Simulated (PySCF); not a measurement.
Energy landscape of CaF2, singlet: symmetric bend, bond length relaxed. Scanned: F-Ca-F angle. Other coordinates (Ca-F bond length) were minimised at B3LYP/def2-TZVP.

The free coordinates were minimised at B3LYP/def2-TZVP in PySCF; the energy column is CCSD(T) on RHF/def2-TZVP, 7 core orbitals frozen (PySCF), in kcal/mol.

```
a / °  Ca-F bond length / Å     E
-----  --------------------  ----
180                   2.021   0.0
170                   2.019   0.0
160                   2.015   0.0
150                   2.010   0.1
140                   2.004   0.5
130                   1.996   1.5
120                   1.989   3.1
110                   1.984   5.7
100                   1.980   9.7
90                    1.977  15.5
80                    1.982  24.2
```
